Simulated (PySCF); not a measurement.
Predicted microwave data (PBE0/def2-SVPD in PySCF (dipole) on a GFN2-xTB geometry, gas phase) for one isomer of C3H11FSSi2:

- Rotational constants: A = 2070, B = 835.4, C = 795.6 MHz
- Dipole components: |μa| = 0.53 D, |μb| = 0.38 D, |μc| = 1.17 D
- Inertial defect: -213.83 u·Å²
- κ: -0.94

Task: Which candidate fits, each taken in the one conformer that was computed?
A. `[CH3:1][S:2][Si@@H:3]([F:4])[CH2:5][CH2:6][SiH3:7]` with C1–S2–Si3–F4 52°, S2–Si3–C5–C6 -36°, Si3–C5–C6–Si7 -68°
B. `[CH3:1][CH2:2][Si@@H:3]([CH2:4][F:5])[S:6][SiH3:7]` with C1–C2–Si3–C4 -179°, C2–Si3–C4–F5 -175°, C2–Si3–S6–Si7 -165°

Result: A. It is CS[Si@@H](F)CC[SiH3], a near-prolate asymmetric top, point group C1. The candidates at the same level (rigid rotor, commonest isotopes):

```json
{"SMILES": "CS[Si@@H](F)CC[SiH3]", "A (MHz)": "2070", "B (MHz)": "835.4", "C (MHz)": "795.6", "μa (D)": "0.53", "μb (D)": "0.38", "μc (D)": "1.17", "Δ (u·Å²)": "-213.83", "point group": "C1", "rotor": "near-prolate asymmetric top"}
{"SMILES": "CC[Si@@H](CF)S[SiH3]", "A (MHz)": "1824", "B (MHz)": "986.0", "C (MHz)": "677.8", "μa (D)": "1.41", "μb (D)": "0.94", "μc (D)": "0.50", "Δ (u·Å²)": "-43.92", "point group": "C1", "rotor": "asymmetric top"}
```

`CC[Si@@H](CF)S[SiH3]` has B 18 % too high. No structure here is proved a minimum.
